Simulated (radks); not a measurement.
Results of a calculation; reference values are marked as such.
Problem. The lead ion Pb+, 81 electrons, occupied as [Hg] 6p1 (the NIST ground configuration). Level of theory: Dirac Kohn-Sham, PBE, spin-unpolarised, spherical densities, point nucleus; open shells fill j = l - 1/2 first (a radial shooting solver on a logarithmic mesh with Libxc functionals).

Spin-orbit splittings of the eigenvalues, e(l+1/2) - e(l-1/2), with zeta = 2 splitting/(2l+1) and mean radii in bohr:

shell  occ.  splitting (eV)  zeta (eV)  <r> j=l-1/2  <r> j=l+1/2
2p        6            2190       1460      0.05487      0.06380
3p        6           488.6      325.8       0.1644       0.1807
3d       10           104.0      41.58       0.1570       0.1619
4p        6           119.6      79.74       0.3853       0.4198
4d       10           22.32      8.927       0.4246       0.4356
4f       14           5.031      1.437       0.4508       0.4571
5p        6           22.34      14.89       0.9130        1.005
5d       10           2.588      1.035        1.275        1.323
6p        1               ?          ?        2.786        3.138

Estimate the 6p splitting.

Solution. 1.817 eV (zeta = 1.211 eV).
